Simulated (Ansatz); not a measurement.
Frontier orbitals of `[SH][Ge]([SH])([SH])[Cl]`.

Z-matrix (Å, degrees):
```
Ge
S 1 2.204
S 1 2.209 2 113.1
S 1 2.204 2 104.1 3 125.7
Cl 1 2.151 2 112.3 3 -115.0
H 2 1.344 1 92.4 3 35.8
H 3 1.345 1 92.6 2 62.7
H 4 1.344 1 92.7 2 170.8
```

Total charge 0; spin multiplicity 1. Correlated methods include outer-core shells of Ge, which these sets cover unevenly. Scalar relativity is left out up to krypton. The geometry is a stationary point of PBE0-D4/def2-TZVP. It is one conformer, not always the lowest. Basis def2-TZVPP, Ansatz.

Orbital energies of one run (eV). Highest occupied ones, from the top: -6.47, -6.85, -6.91, -7.72, -7.82, -8.61, -9.23, -9.53, -10.17, -10.23, -11.32, -13.30, -18.35, -18.38. Empty: -2.52, -1.03, -0.84, -0.66, -0.35, -0.16.

Task: Which functional gave them?
A. CAM-B3LYP
B. B97M-V
C. PBE
D. r2SCAN0

Result: C. HOMO energies: PBE -6.47, r2SCAN0 -7.91, B97M-V -6.85, CAM-B3LYP -9.02 eV.
